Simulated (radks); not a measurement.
Initial-state core-level shifts of the hafnium ion Hf3+ when its valence configuration changes from [Xe] 4f14 5d1. Calculated with a radial shooting solver on a logarithmic mesh with Libxc functionals: scalar-relativistic Kohn-Sham, r2SCAN, spin-unpolarised, spherical densities, finite nucleus; meta-GGA in the generalised Kohn-Sham scheme; Fermi nuclear charge, rms radius 5.347 fm. Shifts are changes of the shell-averaged eigenvalues in eV (positive: less bound); the change of the density at the nucleus, which sets a Mossbauer isomer shift, is in e/bohr^3, on a base of 1.282e+06.

\begin{tabular}{lrrrrr}
valence & 1s & 3s & 4d & 5p & density at nucleus \\ \hline
4f14 5d0.5 6s0.5 & -1.705 & -1.732 & -1.745 & -1.538 & +56.7 \\
4f12 5d0.5 6s0.5 6p2 & -31.029 & -35.004 & -31.913 & -17.992 & +224.0 \\
4f11.5 5d0.5 6s0.5 6p2.5 & -38.964 & -44.088 & -39.936 & -22.116 & +272.4 \\
4f12 6s0.5 6p2.5 & -33.667 & -37.663 & -34.546 & -20.169 & +235.5 \\
4f12 5d0.5 6s1 6p1.5 & -30.355 & -34.339 & -31.250 & -17.374 & +284.9 \\
4f14 6s1 & -3.416 & -3.465 & -3.493 & -3.063 & +114.3 \\
4f12 5d1 6p2 & -29.077 & -33.020 & -29.949 & -16.407 & +154.0 \\
4f13 5d1 6s1 & -12.642 & -14.497 & -13.181 & -6.884 & +181.7 \\
4f12 5d0.5 6p2.5 & -31.697 & -35.662 & -32.569 & -18.601 & +163.4 \\
\end{tabular}
